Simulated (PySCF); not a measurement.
What settings do to a single point of [BiCl4]+

The sound run of [BiCl4]+ (singlet) uses PySCF 2.14.0, RKS PBE, Bi def2-SVP with ECP60, Cl def2-SVP; non-relativistic Hamiltonian with scalar-relativistic core potentials where named; density fitting; no spin-orbit coupling, grid (50, 194), threshold 1e-8 Eh and 55 cycles, at the relaxed geometry:

```xyz
5

Bi    0.0052    0.2515    0.0000
Cl   -0.0240   -1.1570    1.9645
Cl   -0.0240   -1.1570   -1.9645
Cl    2.0097    1.6041    0.0000
Cl   -1.9413    1.6862    0.0000
```

There Bi1 has a Mulliken charge of 1.02 e and the dipole about the centre of mass is 0.03 D. Each run below changes one thing and starts from free metal ions and neutral atoms unless it says otherwise; with 55 cycles, smearing, a level shift and second-order steps follow where DIIS fails, and their cycles count. Energy shifts count from the sound run.

```json
{"change": "all coordinates × 1.05", "outcome": "converged", "cycles": "8", "energy shift (eV)": "0.32", "largest force component (eV/Å)": "0.99", "charge on Bi1 (e)": "1.02", "dipole about the centre of mass (D)": "0.02"}
{"change": "charge changed by -3, spin kept, limit 80 cycles", "outcome": "refused", "cycles": "–", "energy shift (eV)": "–", "largest force component (eV/Å)": "–", "charge on Bi1 (e)": "–", "dipole about the centre of mass (D)": "–"}
{"change": "threshold 1e-05", "outcome": "converged", "cycles": "7", "energy shift (eV)": "0.0000", "largest force component (eV/Å)": "0.01", "charge on Bi1 (e)": "1.02", "dipole about the centre of mass (D)": "0.02"}
```

Q: One further run converged with energy shift (eV) -0.0595, largest force component (eV/Å) 0.10, charge on Bi1 (e) 1.02, dipole about the centre of mass (D) 0.03. Which change was it?
A. spin (2S) set to 12, limit 83 cycles
B. grid (30, 86)
C. start from a density of up to 30 smeared cycles (not counted)

A: B.

Q: And the other changes listed?

A: 
```tsv
change	outcome	cycles	energy shift (eV)	largest force component (eV/Å)	charge on Bi1 (e)	dipole about the centre of mass (D)
spin (2S) set to 12, limit 83 cycles	not converged	83	–	–	–	–
start from a density of up to 30 smeared cycles (not counted)	converged	8	0.0000	0.02	1.02	0.02
```

Forces carry noise of the integration grid, about 0.01 to 0.03 eV/Å.
